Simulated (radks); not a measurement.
Neutral strontium, configuration [Kr] 5s2.

Calculated with a radial shooting solver on a logarithmic mesh with Libxc functionals: non-relativistic Kohn-Sham, PBE, spin-polarised, spherical densities, point nucleus; relativity is left out, which matters for an element this heavy.

Energy parts (Ry):
part                        energy
total                  -6265.89732
kinetic                 6262.58922
electron-nucleus      -14940.15187
Hartree                 2618.27389
exchange-correlation    -206.60856

Orbitals (lengths in bohr, moments of r in powers of bohr; <r^-3> diverges for s and p1/2; r(90%) holds 90 % of the orbital's charge):
| orbital | occ. | eigenvalue (Ry) | r(90%) | <r^-3> | <r> |
|---|---|---|---|---|---|
| 1s | 2 | -1147.464 | 0.0715 | - | 0.04018 |
| 2s | 2 | -153.1769 | 0.273 | - | 0.1770 |
| 2p | 6 | -139.5537 | 0.248 | 1660 | 0.1523 |
| 3s | 2 | -23.61768 | 0.746 | - | 0.5034 |
| 3p | 6 | -18.63218 | 0.764 | 254.0 | 0.5033 |
| 3d | 10 | -9.61113 | 0.804 | 35.17 | 0.4968 |
| 4s | 2 | -2.91040 | 2.03 | - | 1.384 |
| 4p | 6 | -1.68610 | 2.36 | 28.41 | 1.574 |
| 5s | 2 | -0.25569 | 6.51 | - | 4.398 |

The highest occupied level is 5s at -3.479 eV. Summed over all electrons, <r^2> = 71.14 bohr^2, which gives a Langevin (diamagnetic) susceptibility term of -56.3 x 10^-6 cm^3/mol. Virial ratio -V/T = 2.00053. The electron density at the nucleus is 3.807e+04 e/bohr^3. The density falls to 0.001 e/bohr^3 at r = 5.30 bohr.
